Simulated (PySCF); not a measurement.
Radial density of I⁺ (iodine, charge +1)

wB97X, [Kr] 4d10 5s2 5p4, high-spin 3P determinant. Calculation: PySCF 2.14, in aug-cc-pVTZ-PP with ECP28MDF (6s5p4d2f, 55 functions); scalar relativity through the core potential. This is the valence pseudo-density: the core potential removes the inner electrons and smooths the orbitals near the nucleus.

```tsv
r (bohr)	4πr²ρ (e/bohr)	4πr²(ρα − ρβ)
0.00215	1.439e-05	0.0000
0.00362	3.965e-05	0.0000
0.00608	0.0001045	0.0000
0.0102	0.0002484	0.0000
0.0172	0.0004977	0.0000
0.0289	0.0008656	0.0000
0.0487	0.001345	0.0000
0.0819	0.003639	0.0001
0.138	0.02655	0.0004
0.232	0.3476	0.0044
0.390	5.522	0.0770
0.655	26.49	0.2268
1.10	13.35	0.0862
1.85	4.379	1.1637
3.12	1.140	0.4346
5.25	0.03493	0.0114
```

Energies and moments cover only the electrons outside the core potential.
